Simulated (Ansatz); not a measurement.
Pulling on the B1–H2 bond in BF2H (SMILES FBF) (multiplicity 1 held, fragments rigid). Energies count from the point at 1.187 Å.
Geometry at that point (charge 0, multiplicity 1):
```json
[
 {"atom": "B", "x (Å)": "-0.2354", "y (Å)": "-0.3854", "z (Å)": "0.0819"},
 {"atom": "H", "x (Å)": "-0.8442", "y (Å)": "-1.3818", "z (Å)": "0.2937"},
 {"atom": "F", "x (Å)": "0.8992", "y (Å)": "-0.1388", "z (Å)": "0.7049"},
 {"atom": "F", "x (Å)": "-0.6746", "y (Å)": "0.5064", "z (Å)": "-0.7830"}
]
```

R- and RO- levels are restricted; in cc, def2 and unpolarised 6-31G sets they are followed outwards from rest. U- levels take the lowest unrestricted solution at each point, which mixes spins at long bonds. Active spaces are followed from a long bond inwards. Curves can end on different states.

Frozen-core correlation.

The values were computed with Ansatz (a first-principles code) with Gaussian orbitals. 

Energies in eV.

```csv
R (Å),U-SCS-MP2/cc-pVDZ,R-CCSD/cc-pVDZ,"SC-NEVPT2 on CASSCF(2,2)/cc-pVDZ","FIC-NEVPT4(SD) on CASSCF(2,2)/cc-pVDZ","FIC-MRCISD+Q on CASSCF(2,2)/cc-pVDZ"
0.949,1.24,1.24,1.34,1.28,1.24
1.068,0.27,0.27,0.30,0.28,0.28
1.187,0.00,0.00,0.00,0.00,0.00
1.305,0.13,0.12,0.10,0.11,0.12
1.424,0.47,0.46,0.41,0.45,0.45
1.602,1.19,1.16,1.07,1.13,1.14
1.780,1.98,1.91,1.78,1.87,1.88
2.077,3.63,3.05,2.84,2.96,2.98
2.374,4.35,3.91,3.62,3.77,3.79
2.730,4.65,4.58,4.19,4.35,4.37
3.204,4.77,5.02,4.52,4.69,4.70
3.798,4.80,5.22,4.64,4.80,4.82
```

Doubts at one or more of the structures used: a spin-contaminated determinant (U-SCS-MP2/cc-pVDZ); a restricted determinant that unrestricted orbitals would lower (R-CCSD/cc-pVDZ); other coupled-cluster roots lie near (R-CCSD/cc-pVDZ).
